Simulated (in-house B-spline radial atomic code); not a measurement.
**B3LYP (VWN-RPA) excitations of Te⁴⁺**

Method: B3LYP (VWN-RPA). Computed with a B-spline radial code for spherical atoms: linear response of the closed shell [Kr] 4d10 5s2 with the functional's adiabatic kernel; scalar-relativistic (spin-free one-electron X2C), finite nucleus, no spin-orbit coupling, no double excitations, S, P, D and F terms only; shells from n = 3 respond. Only terms of natural parity with L up to 3 were computed.

Command:
```bash
python run_td.py task.json out
```
Settings (radii: box in bohr, nucleus in fm):
```
Z                        52
electrons                48
configuration            [Kr] 4d10 5s2
hamiltonian              x2c
method                   b3lyp
box_radius               19.1
rms_radius               4.7423
intervals                71
```

Run time, properties included: 3.8 s on 1 thread of Arm Neoverse N1 (shared host).

The lowest states, in the order of their Tamm-Dancoff energies; the method's threshold (minus the highest occupied level) is 54.34 eV. Labels give the largest channel, * marks a mixed state, and oscillator strengths are full-response dipole values. Semilocal kernels can invert the small singlet-triplet splittings of Rydberg terms. Energies in eV:

```json
{"state": "5s → 5p 3P", "full response": "?", "Tamm-Dancoff": "?", "oscillator strength": "-"}
{"state": "5s → 5p 1P", "full response": "13.958", "Tamm-Dancoff": "14.516", "oscillator strength": "1.59"}
{"state": "5s → 5d 3D", "full response": "26.213", "Tamm-Dancoff": "26.231", "oscillator strength": "-"}
{"state": "5s → 5d 1D", "full response": "27.309", "Tamm-Dancoff": "27.332", "oscillator strength": "-"}
{"state": "5s → 6s 3S", "full response": "29.538", "Tamm-Dancoff": "29.542", "oscillator strength": "-"}
{"state": "5s → 6s 1S", "full response": "30.27", "Tamm-Dancoff": "30.30", "oscillator strength": "-"}
{"state": "5s → 4f 3F", "full response": "31.44", "Tamm-Dancoff": "31.47", "oscillator strength": "-"}
{"state": "5s → 4f 1F", "full response": "32.38", "Tamm-Dancoff": "32.39", "oscillator strength": "-"}
{"state": "5s → 6p 3P", "full response": "33.71", "Tamm-Dancoff": "33.72", "oscillator strength": "-"}
{"state": "5s → 6p 1P", "full response": "33.98", "Tamm-Dancoff": "34.02", "oscillator strength": "0.0556"}
{"state": "5s → 6d 3D", "full response": "39.54", "Tamm-Dancoff": "39.54", "oscillator strength": "-"}
{"state": "5s → 6d 1D", "full response": "39.75", "Tamm-Dancoff": "39.76", "oscillator strength": "-"}
{"state": "5s → 7s 3S", "full response": "?", "Tamm-Dancoff": "?", "oscillator strength": "-"}
{"state": "5s → 7s 1S", "full response": "40.68", "Tamm-Dancoff": "40.69", "oscillator strength": "-"}
{"state": "5s → 5f 3F", "full response": "40.88", "Tamm-Dancoff": "40.89", "oscillator strength": "-"}
{"state": "5s → 5f 1F", "full response": "41.01", "Tamm-Dancoff": "41.02", "oscillator strength": "-"}
{"state": "5s → 7p 3P", "full response": "42.26", "Tamm-Dancoff": "42.27", "oscillator strength": "-"}
```

Where does 5s → 7s 3S lie?

At 40.45 eV in full response, 40.45 eV in Tamm-Dancoff.

Where does 5s → 5p 3P lie?

At 10.226 eV in full response, 10.336 eV in Tamm-Dancoff.

How large is the singlet-triplet splitting of 5s → 5p (P terms) in Tamm-Dancoff?

4.18 eV, from the unrounded values.

What polarisabilities and dispersion coefficient does the method give?

Dipole 7.652 bohr³, quadrupole 17.35 bohr⁵, C6 31.85 hartree·bohr⁶ for two such species.
